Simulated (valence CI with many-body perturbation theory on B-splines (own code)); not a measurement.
Values are calculated unless marked as measured or tabulated.
**Sensitivity of CI+MBPT for Pb67+**

Method: relativistic CI+MBPT: five valence electrons over a frozen Dirac-Fock core [Ne], a basis of 6 s, 6 p, 5 d, 3 f, 1 g functions for each j, with the one-electron correlation potential Σ1, the two-electron term Σ2, the three-electron term Σ3, Breit, model QED; selected CI, second order for the rest, scaled by the run's own slope (own B-spline code, finite nucleus).

The last digits are not significant, and no measured levels were compared; by estimate large intervals hold to a few tenths of a per cent, small ones and those within an open d or f shell to about a per cent. Among the levels kept, up to 790 cm⁻¹ of a level comes from second order outside the variational space, and about a tenth of that is noise between levels of different J, which matters for small intervals.

The reference run has the lowest level (3s^2 3p1/2^2 3p3/2) J=3/2 and an ionisation energy of 7790.22 eV. Its largest variational space holds 9999 state functions.

Levels are named by their leading jj configuration (3d3/2^4 stands for four electrons in 3d with j = 3/2), which in mixed levels can hold well under half, so a name can repeat and another be missing. Letters in brackets count levels of one name in rising energy.

Changed runs:
A. natural orbitals for correlation on → off
B. scale of Σ1 1 → 0.8
C. Breit term on → off; QED terms on → off
D. scale of Σ2 1 → -1 (bad on purpose)

Excitation energies of the reference run in cm⁻¹, and shifts in cm⁻¹:

| Level | Reference | A | B | C | D |
| --- | --- | --- | --- | --- | --- |
| (3s^2 3p1/2^2 3d3/2) J=3/2 | 2115370 | +560 | +452 | +18259 | +5288 |
| (3s^2 3p1/2^2 3d5/2) J=5/2 | 3298020 | +682 | +122 | +43503 | +8112 |
| (3s^2 3p1/2 3p3/2^2) J=3/2 | 4582910 | -1186 | -399 | +49932 | -3881 |
| (3s^2 3p1/2 3p3/2^2) J=5/2 | 4688520 | -610 | -399 | +57018 | -3247 |
| (3s^2 3p1/2 3p3/2^2) J=1/2 | 4831040 | -253 | -401 | +47959 | -2460 |
| (3s 3p1/2^2 3p3/2^2) J=5/2 | 6248190 | -1121 | +76 | +62272 | -1172 |
| (3s 3p1/2^2 3p3/2^2) J=3/2 | 6505630 | -576 | +67 | +61000 | +1844 |
| (3s 3p1/2^2 3p3/2^2) J=1/2 | 6537640 | -295 | +72 | +55450 | +1191 |
| (3s^2 3p1/2 3p3/2 3d3/2) J=5/2 [a] | 6670190 | -681 | +52 | +75885 | +1350 |
| (3s^2 3p1/2 3p3/2 3d3/2) J=1/2 [a] | 6703260 | -870 | +51 | +67026 | +1549 |
| (3s^2 3p1/2 3p3/2 3d3/2) J=3/2 [a] | 6709790 | -664 | +56 | +71346 | +2569 |
| (3s^2 3p1/2 3p3/2 3d3/2) J=7/2 | 6782010 | +60 | +49 | +83292 | +1386 |
| Ionisation energy (eV) | 7790.22 | -0.49 | -0.19 | +8.30 | -0.35 |
